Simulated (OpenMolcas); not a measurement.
Os6+ (d2) among equal point charges was computed by CASSCF with the d shell active (OpenMolcas, ANO-RCC-VTZP on the metal). Its lowest spin-free states, and all those of the highest spin:

```json
{"2S+1": "3", "Degeneracy": "3", "E (cm-1)": "0.0"}
{"2S+1": "3", "Degeneracy": "3", "E (cm-1)": "3696"}
{"2S+1": "3", "Degeneracy": "1", "E (cm-1)": "8126"}
{"2S+1": "1", "Degeneracy": "3", "E (cm-1)": "13520"}
{"2S+1": "1", "Degeneracy": "2", "E (cm-1)": "14110"}
{"2S+1": "3", "Degeneracy": "3", "E (cm-1)": "16923"}
{"2S+1": "1", "Degeneracy": "3", "E (cm-1)": "20875"}
{"2S+1": "1", "Degeneracy": "3", "E (cm-1)": "22490"}
{"2S+1": "1", "Degeneracy": "1", "E (cm-1)": "22618"}
{"2S+1": "1", "Degeneracy": "2", "E (cm-1)": "24399"}
{"2S+1": "1", "Degeneracy": "1", "E (cm-1)": "50850"}
```

Question: Is the site octahedral, tetrahedral or cube-like, axial, or of lower symmetry?

Answer: The states with 2S+1 = 3 have orbital degeneracies 3, 3, 1, 3. Threefold states need a cubic site. For d2 at this spin an octahedron puts the threefold T1 below the threefold T2 and a tetrahedron or cube puts the single A2 below the threefold T2, so the site is octahedral. The run had Os6+ among 6 point charges of -1.7 e arranged as an octahedron (Oh), 2.21 Å from the ion.

Spin-orbit coupling mixes the spin-free states strongly: the lowest level takes only 66 % from its leading state, 3T1. Without dynamic correlation the repulsion within the d shell is too large (B by tens of per cent), so at a given field states of lower spin stand too high. This field is weak: 10Dq is about 4401 cm-1, while octahedral complexes of 5d ions of charge 3 and more, computed by the same method with explicit ligands, had a median near 35000 cm-1. Ground spin and moment need not be those of a real site. This is an electrostatic model: the charges have no orbitals. No measured value stands beside these numbers.
